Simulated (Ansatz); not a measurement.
Input for Ansatz (a quantum-chemistry and plane-wave program): R-CCSD(T)/def2-TZVPP on H3NSTe (SMILES N[Te]S), a point of a torsion scan. Elements past Kr take the def2 small-core potentials; no spin–orbit coupling. The run froze 15 orbitals, filled d shells among them.

Ansatz 0.2 input:
```yaml
crystal:
  periodic: [false, false, false]
  atoms:
    - {symbol: N, position_ang: [-1.42789817, 0.03619757, 0.26898396]}
    - {symbol: Te, position_ang: [0.05719721, -1.11340669, 1.01433334]}
    - {symbol: S, position_ang: [1.86363876, -0.33939245, -0.42445104]}
    - {symbol: H, position_ang: [-1.25242058, 1.02782507, 0.36755148]}
    - {symbol: H, position_ang: [-1.61747365, -0.15157379, -0.70652026]}
    - {symbol: H, position_ang: [2.81755902, -0.53629588, 0.46960245]}
basis:
  gaussian:
    orbitals: def2-TZVPP
magnetization: {spin_polarized: false}
correlation: {method: ccsd_t, electrons: outside_noble_gas}
scf: {lower_state_search: off}
```

It printed:

```
WARN ansatz: RAYON_NUM_THREADS=1 ignored (pool sized by the plan → 1); use --threads N
Functional definition: HF
these checks for a lower state are left out or cut short: stability, starts, cluster_reference, orbital_swaps, neighbouring_geometries, increment
integrals: 0.46 GiB planned
1142 factors; integrals over basis functions are off by at most 1.1e-3 eV
mean field: 0.48 GiB planned
mean field evaluation 1: about -19610.5648 eV, gradient 3.1e1 eV
mean field evaluation 2: about -19610.7672 eV, gradient 3.1e1 eV
mean field evaluation 4: about -19612.9426 eV, gradient 3.5e0 eV
mean field evaluation 8: about -19612.9920 eV, gradient 2.9e-1 eV
mean field evaluation 16: about -19612.9927 eV, gradient 1.7e-6 eV
mean field -19612.99267282 eV, -720.7641865623 hartree, gradient 1.7e-6 eV, S^2 0.000000; 0 other end points of the search recorded, 0 dependent functions left out
15 core orbitals not correlated
reference -19612.99267282 eV, -720.7641865623 hartree; 10, 10 occupied and 140, 140 virtual orbitals, 1142 factors
second order -14.42734819 eV of doubles, -0.00000000 eV of singles
coupled cluster: 1.16 GiB planned
cycle   1  -14.93004349 eV  change   -5.0e-1 eV  update   9.1e-2
cycle   2  -15.32278506 eV  change   -3.9e-1 eV  update   2.8e-2
cycle   3  -15.40355654 eV  change   -8.1e-2 eV  update   1.5e-2
cycle   4  -15.39830193 eV  change    5.3e-3 eV  update   4.1e-3
cycle   5  -15.39760837 eV  change    6.9e-4 eV  update   2.4e-3
cycle   6  -15.39780190 eV  change   -1.9e-4 eV  update   9.1e-4
cycle   7  -15.39748944 eV  change    3.1e-4 eV  update   3.8e-4
cycle   8  -15.39751991 eV  change   -3.0e-5 eV  update   1.5e-4
cycle   9  -15.39755019 eV  change   -3.0e-5 eV  update   6.5e-5
cycle  10  -15.39751963 eV  change    3.1e-5 eV  update   3.5e-5
cycle  11  -15.39753156 eV  change   -1.2e-5 eV  update   1.7e-5
perturbative correction -0.69727298 eV, -0.0256243095 hartree
Total energy: -19629.08747736 eV, -721.3556597198 hartree
Checks for a lower state left out: stability, starts, cluster_reference, orbital_swaps, neighbouring_geometries, increment
```

The run converged.

Cost: around 40 core-seconds (rough).
